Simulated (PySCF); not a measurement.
Static response to an electric field

Species: C4H12Si3.
Cartesian coordinates in Å at the GFN2-xTB level; atoms count from 1:
```xyz
19
C4H12Si3 angstrom
C      2.6925   -1.1069   -1.1602
C      1.4179   -1.3292   -0.8819
Si     0.5813   -0.8981    0.7498
C     -0.3819    0.7138    0.4939
Si     0.6020    2.3196    0.6917
C     -1.6741    0.7490    0.1451
Si    -2.8307   -0.7005   -0.1856
H      3.3604   -0.6694   -0.4351
H      3.1338   -1.3501   -2.1157
H      0.7953   -1.7713   -1.6515
H      1.5981   -0.6748    1.7868
H     -0.2991   -2.0005    1.1569
H     -0.3022    3.4703    0.6131
H      1.5975    2.4069   -0.3813
H      1.2851    2.3254    1.9880
H     -2.1355    1.7272    0.0197
H     -2.2325   -1.6357   -1.1431
H     -3.1484   -1.4051    1.0599
H     -4.0692   -0.1616   -0.7578
```

Level: CAM-B3LYP/def2-SVPD (PySCF), static field, nuclei fixed, core orbitals frozen in the response. The polarisability tensor in these axes (au):

```
x   158.74   5.88  -0.47
y     5.88 124.84   6.04
z    -0.47   6.04 107.06
```

Problem. Give the principal values, the mean and the anisotropy Δα = √{½[(α1 − α2)² + (α2 − α3)² + (α1 − α3)²]}.

Solution. Principal values 105.11, 125.79 and 159.73 au; mean 130.21 au = 19.30 Å³ = 21.47 × 10⁻⁴⁰ C²·m²/J; Δα = 47.77 au (37 % of the mean).

Problem. What is the dipole moment, and where does it point?

Solution. (0.14, 0.06, -0.43) D, 0.45 D in size, pointing from the negative to the positive side. Measured along this direction, the outermost atoms are H18 at the negative end and H9 at the positive end.

Problem. Directions of the eigenvectors, and the extent of the frame along each?

Solution. Largest value along (0.99, 0.17, 0.01), where the nuclei span 7.24 Å; middle along (-0.16, 0.94, 0.31), 5.92 Å; least along (0.04, -0.30, 0.95), 3.45 Å. The response follows the extents in order.

Problem. Find the Langevin capture rate constant for NO+ (29.998 u) meeting this molecule (144.025 u), k = 2.342 × 10⁻⁹ cm³/s × √(α in Å³ / reduced mass in u).

Solution. The reduced mass is 24.83 u, so k = 2.06 × 10⁻⁹ cm³/s. The formula leaves out the permanent dipole, which adds to the capture rate.

Problem. Rayleigh depolarisation ratio (linearly polarised light, static tensor)?

Solution. ρ = 3Δα²/(45ᾱ² + 4Δα²) = 6844.5/(762984 + 9126.0) = 0.00886.

Problem. What would n − 1 = 2πNα be for an ideal gas of these molecules at 500 K and 1 atm, electronic part alone?

Solution. N = p/kT = 1.4678 × 10¹⁹ cm⁻³, so n − 1 = 2π × N × 19.30 × 10⁻²⁴ cm³ = 1780 × 10⁻⁶ at long wavelengths, for an ideal gas.

Geometry: GFN2-xTB, one conformer, isolated molecule.
